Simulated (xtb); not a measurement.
H3O3Si, SMILES O[Si](O)O (connectivity only; charge and spin as stated), charge +1, multiplicity 1. All values are semi-empirical tight-binding results from xtb (GFN2-xTB unless named), good for trends rather than for accurate numbers. Geometry: GFN2-xTB. The spin state was assumed, not searched. The isomer is the one that the SMILES or the coordinates give; other isomers of the formula were not compared. One conformer was computed; it need not be the lowest.

```
Quantity                                               Result
---------------------------------------------  --------------
point group as xtb finds it                                Cs
orbital gap                                           8.15 eV
zero-point energy                               25.0 kcal/mol
G − E(el) at 298.15 K (modified RRHO)            7.2 kcal/mol
static polarisability (D4 model)                   49.1 bohr³
solvation energy, GFN2-xTB/ALPB(water)         -69.6 kcal/mol
solvation energy, GFN2-xTB/ALPB(acetonitrile)  -59.1 kcal/mol
```
